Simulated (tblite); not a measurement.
C4H8ClNO.
Bonds: C1–N2, N2–C3, C3–O4 (double), C3–C5, C5–C6, C6–Cl7. Hydrogens: H8, H9, H10 on C1; H11 on N2; H12, H13 on C5; H14, H15 on C6.

Computed with GFN2-xTB (tblite), gas phase: Langevin dynamics at 200 K from the optimised GFN2-xTB geometry, time step 0.5 fs, friction 0.01 fs⁻¹, 2000 steps. The instantaneous temperature is 2·E(kin)/(3Nk) with all 3N coordinates.

| t (fs) | T (K) | E(pot) above start (eV) | C1–N2 (Å) | N2–C3 (Å) | C3=O4 (Å) | C3–C5 (Å) | C5–C6 (Å) | C1–H8 (Å) | C1–N2–C3–O4 (°) |
| --- | --- | --- | --- | --- | --- | --- | --- | --- | --- |
| 0 | 160 | 0.000 | 1.442 | 1.347 | 1.212 | 1.529 | 1.522 | 1.091 | -4 |
| 50 | 129 | 0.183 | 1.425 | 1.346 | 1.236 | 1.565 | 1.524 | 1.107 | -1 |
| 100 | 124 | 0.255 | 1.451 | 1.379 | 1.191 | 1.520 | 1.523 | 1.075 | 1 |
| 150 | 162 | 0.177 | 1.447 | 1.347 | 1.236 | 1.529 | 1.496 | 1.076 | 11 |
| 200 | 200 | 0.233 | 1.425 | 1.375 | 1.207 | 1.492 | 1.554 | 1.102 | -14 |
| 250 | 216 | 0.277 | 1.458 | 1.360 | 1.203 | 1.557 | 1.518 | 1.085 | -11 |
| 300 | 172 | 0.307 | 1.426 | 1.321 | 1.215 | 1.532 | 1.573 | 1.110 | -2 |
| 350 | 176 | 0.320 | 1.482 | 1.339 | 1.225 | 1.537 | 1.483 | 1.063 | -3 |
| 400 | 203 | 0.303 | 1.439 | 1.367 | 1.200 | 1.531 | 1.555 | 1.123 | -5 |
| 450 | 283 | 0.346 | 1.422 | 1.334 | 1.204 | 1.509 | 1.496 | 1.086 | -8 |
| 500 | 240 | 0.399 | 1.459 | 1.349 | 1.235 | 1.499 | 1.534 | 1.098 | -6 |
| 550 | 214 | 0.387 | 1.433 | 1.382 | 1.206 | 1.496 | 1.565 | 1.080 | -7 |
| 600 | 254 | 0.216 | 1.413 | 1.381 | 1.222 | 1.533 | 1.506 | 1.129 | -17 |
| 650 | 231 | 0.262 | 1.420 | 1.355 | 1.199 | 1.484 | 1.529 | 1.059 | 1 |
| 700 | 186 | 0.335 | 1.483 | 1.337 | 1.217 | 1.518 | 1.540 | 1.155 | -12 |
| 750 | 196 | 0.504 | 1.428 | 1.355 | 1.203 | 1.589 | 1.483 | 1.016 | -7 |
| 800 | 233 | 0.454 | 1.441 | 1.340 | 1.210 | 1.512 | 1.538 | 1.162 | -7 |
| 850 | 172 | 0.450 | 1.471 | 1.338 | 1.236 | 1.507 | 1.496 | 1.086 | -10 |
| 900 | 216 | 0.391 | 1.429 | 1.334 | 1.200 | 1.578 | 1.529 | 1.092 | -5 |
| 950 | 188 | 0.328 | 1.448 | 1.366 | 1.213 | 1.530 | 1.526 | 1.092 | -8 |
| 1000 | 245 | 0.334 | 1.457 | 1.340 | 1.230 | 1.510 | 1.519 | 1.067 | 0 |

Task: From 500 fs on, how do temperature and potential energy compare with equipartition?

Result: The mean temperature of these 11 frames is 216 K against the target 200 K, and the mean potential energy 0.37 eV against 39 × kT/2 = 0.34 eV for 39 classical harmonic modes. For 15 atoms in a canonical ensemble the temperature itself scatters by T·√(2/(3N)) = 42 K; here its standard deviation is 26 K. The whole run lasts only 10 friction times of 100 fs, so these averages carry a wide statistical error.

Task: What are the kinetic and total energies of the listed frame with the highest potential energy?

Result: The one at 750 fs, 0.504 eV above the start. Its kinetic energy is 3NkT/2 = 0.380 eV at 196 K, so the sum is 0.88 eV; over the listed frames the sum runs from 0.31 to 0.91 eV, since the thermostat adds and removes energy.

Task: How much do the listed bonds fluctuate from 500 fs on?

Result: 
| bond | at the start (Å) | mean (Å) | standard deviation (Å) |
| --- | --- | --- | --- |
| C1–N2 | 1.442 | 1.444 | 0.021 |
| N2–C3 | 1.347 | 1.353 | 0.016 |
| C3=O4 | 1.212 | 1.216 | 0.013 |
| C3–C5 | 1.529 | 1.523 | 0.032 |
| C5–C6 | 1.522 | 1.524 | 0.022 |
| C1–H8 | 1.091 | 1.094 | 0.040 |

The motion is classical and holds no zero-point motion.

What follows is the cost of the whole dynamics run. The run took 18 s wall on one thread of an Arm Neoverse N1, no GPU, shared host with 64 logical CPUs at a one-minute load of 18, and the process peaked at 0.19 GiB of memory.
